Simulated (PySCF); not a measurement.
Species: CH₉NOSi₂.
Atom-mapped SMILES: `[CH3:1][Si@H:2]([NH2:3])[SiH2:4][OH:5]` (hydrogens: H6, H7, H8 on C1; H9 on Si2; H10, H11 on N3; H12, H13 on Si4; H14 on O5)

A GFN2-xTB structure with every atom displaced at random (by about 0.01 Å) was refined with PBE0-D3(BJ)/def2-SVP geometry optimisation, gas phase (PySCF 2.14.0). Values at the start:

| coordinate | start |
| --- | --- |
| C1–Si2 | 1.887 Å |
| C1–H6 | 1.114 Å |
| Si2–N3 | 1.736 Å |
| Si2–Si4 | 2.328 Å |
| Si2–H9 | 1.506 Å |
| N3–H10 | 0.996 Å |
| Si4–O5 | 1.602 Å |
| Si4–H12 | 1.458 Å |
| Si4–H13 | 1.453 Å |
| O5–H14 | 0.937 Å |
| C1–Si2–N3 | 105.0° |
| C1–Si2–Si4 | 112.5° |
| Si2–Si4–O5 | 101.6° |
| N3–Si2–Si4 | 107.6° |
| C1–Si2–Si4–O5 | -176° |

Q: How do these coordinates change at the PBE0-D3(BJ)/def2-SVP level?

A: 
| coordinate | PBE0-D3(BJ)/def2-SVP (Å or °) | change |
| --- | --- | --- |
| Si4–O5 | 1.684 | +0.082 |
| Si4–H13 | 1.501 | +0.048 |
| Si4–H12 | 1.503 | +0.045 |
| O5–H14 | 0.962 | +0.025 |
| N3–H10 | 1.014 | +0.018 |
| Si2–Si4 | 2.343 | +0.015 |
| C1–H6 | 1.102 | -0.012 |
| C1–Si2 | 1.878 | -0.009 |
| Si2–N3 | 1.737 | +0.001 |
| Si2–H9 | 1.507 | +0.001 |
| N3–Si2–Si4 | 100.6 | -7.0 |
| C1–Si2–N3 | 111.0 | +6.0 |
| C1–Si2–Si4 | 113.4 | +0.9 |
| Si2–Si4–O5 | 102.2 | +0.6 |
| C1–Si2–Si4–O5 | 152 | -32 |

The energy falls by 7.7 kcal/mol over 13 energy and gradient evaluations, the largest force component goes from 0.0359 to 2.9e-04 Eh/bohr, and the atoms move by 0.436 Å rms after alignment. The bond that changes most is Si4–O5 (oxygen-bound silicon to silanol oxygen), which lengthens by 0.082 Å. Bonds longer at the end by more than 0.005 Å: 8 of 13; shorter: 2. Among the dihedrals that turn most is N3–Si2–Si4–O5, from 68° to 33°. Rotational constants go from 4841, 1792, 1460 to 4665, 1881, 1470 MHz.

The run used 123 basis functions and 83 SCF cycles in all. The run took 78 s of wall time on Arm Neoverse V1, one thread, shared host, and the process peaked at 0.52 GiB of memory.

PBE0-D3(BJ)/def2-SVP frequencies: not computed here. One conformer, not necessarily the lowest.
